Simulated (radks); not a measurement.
The numbers below are computed, except where a source is named.
Q: These are the eigenvalues of the occupied orbitals of an atom or ion with whole-number occupations (eV). Code: a radial shooting solver on a logarithmic mesh with Libxc functionals. Model: scalar-relativistic Kohn-Sham, LDA (Slater exchange, Perdew-Wang correlation), spin-unpolarised, spherical densities, point nucleus.

orbital  eigenvalue
1s        -4889.576
2s        -1120.222

Which element is it, and in what charge state? The configuration may be excited.

A: Z = 20, calcium, charge +17: Ca17+ in [He] 2s1. The 1s level, -179.69 hartree, gives Z - s = 19.0 by -(Z - s)^2/2, which with screening and relativity narrows Z to a few neighbours, and the depths must fix Z and the occupations together.
